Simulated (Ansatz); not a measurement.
Geometry optimisation, RKS PBE-D4/def2-SVP (Ansatz 0.2.0).

input.yaml

```yaml
crystal:
  periodic: [false, false, false]
  atoms:
    - { symbol: Ge, position_ang: [-0.03388, 0.081522, 0.041712] }
    - { symbol: Cl, position_ang: [-0.557664, 0.243567, 2.176529] }
    - { symbol: Cl, position_ang: [2.032626, 0.45986, -0.390514] }
    - { symbol: O, position_ang: [-0.754045, 1.485993, -0.768078] }
    - { symbol: H, position_ang: [-1.729858, 1.483907, -0.717602] }
    - { symbol: Cl, position_ang: [-0.97892, -1.664887, -0.818164] }
    - { symbol: P, position_ang: [1.948044, -2.602296, 1.093197] }
    - { symbol: H, position_ang: [0.817723, -3.474957, 1.280496] }
    - { symbol: H, position_ang: [1.610268, -2.320656, -0.266499] }
    - { symbol: H, position_ang: [1.267407, -1.484552, 1.654022] }
basis:
  gaussian: { orbitals: def2-SVP }
hamiltonian:
  xc: pbe
  dispersion: d4
relax:
  f_tol: 0.03
  max_steps: 50
output:
  orbitals: {}
```

Launched with:

```bash
$ ansatz run input.yaml --threads 4 --pin off --max-ram 5120MiB --backend cpu --events-out ev --progress --plain --runs-dir out
```

Q: Where does it end, and by what steps?

A: The run converged. The force dipped under the threshold on the way, but the program's further checks kept it going. After 23 steps the energy has fallen by 0.338 eV; H9 moved furthest, 0.96 Å.

| step | energy less start (eV) | largest force component (eV/Å) | accepted |
| --- | --- | --- | --- |
| 0 | 0.0000 | 0.670 | yes |
| 1 | -0.2021 | 0.270 | yes |
| 2 | -0.2867 | 0.346 | yes |
| 3 | -0.3087 | 0.235 | yes |
| 4 | -0.3178 | 0.073 | yes |
| 5 | -0.3164 | 0.320 | no |
| 6 | -0.3201 | 0.055 | yes |
| 7 | -0.3222 | 0.017 | yes |
| 8 | -0.3221 | 0.203 | no |
| 9 | -0.3237 | 0.052 | yes |
| 10 | -0.3246 | 0.091 | yes |
| 11 | -0.3239 | 0.236 | no |
| 12 | -0.3264 | 0.047 | yes |
| 13 | -0.3277 | 0.032 | yes |
| 14 | -0.3294 | 0.078 | yes |
| 15 | -0.3300 | 0.212 | yes |
| 16 | -0.3323 | 0.099 | yes |
| 17 | -0.3340 | 0.018 | yes |
| 18 | -0.3315 | 0.291 | no |
| 19 | -0.3356 | 0.071 | yes |
| 20 | -0.3359 | 0.139 | yes |
| 21 | -0.3369 | 0.069 | yes |
| 22 | -0.3377 | 0.013 | yes |
| 23 | -0.3380 | 0.011 | yes |

```xyz
10
Properties=species:S:1:pos:R:3
Ge -0.263 0.323 -0.183
Cl -0.418 0.285 1.968
Cl 1.784 0.475 -0.788
O -1.058 1.757 -0.855
H -2.006 1.774 -0.618
Cl -1.152 -1.487 -0.952
P 1.992 -3.201 1.392
H 0.639 -3.280 0.905
H 2.407 -2.419 0.255
H 1.697 -2.020 2.161
```

Whether the end is a true minimum wasn't checked by a vibrational analysis.

The run took 76 s on 4 threads of Arm Neoverse N1, on a shared host, peak memory 0.23 GiB.
